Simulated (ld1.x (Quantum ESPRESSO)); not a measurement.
boron: excitation energies, all-electron against RRKJ

- Element: boron
- Generator: ld1.x (Quantum ESPRESSO) 7.5
- Type: norm-conserving RRKJ (Kleinman–Bylander form)
- Functional: PW91
- Relativity: scalar-relativistic
- Frozen core: [He]
- Valence charge: 3
- Reference configuration: 2s2 2p1
- Partial waves: 2s (bound): rc 1.35 bohr; 2p (bound): rc 2.55 bohr
- Local potential: all-electron potential smoothed inside 1.15 bohr (lloc = -2)
- Core correction: Bessel-smoothed model core inside 0.70 bohr
- rho0: 0.02

Energies are relative to the spin-unpolarised reference configuration 2s2 2p1; without spin polarisation the order of configurations can differ from experiment.

```
valence configuration  charge  ΔE all-electron (eV)  error AE − PS (meV)
              2s2 2p0      +1                 8.268                  +55
              2s1 2p0      +2                33.736                 +192
            2s2 2p0.5    +0.5                 2.911                 +7.4
              2s1 2p1      +1                14.407                  -28
              2s1 2p2       0                 5.850                  -11
              2s0 2p3       0                11.719                  -46
```

(1) What are ΔE and the potential's error for 2s2 2p1.3?

Answers

(1) ΔE = -0.751 eV all-electron; the error (AE − PS) is +0.6 meV.
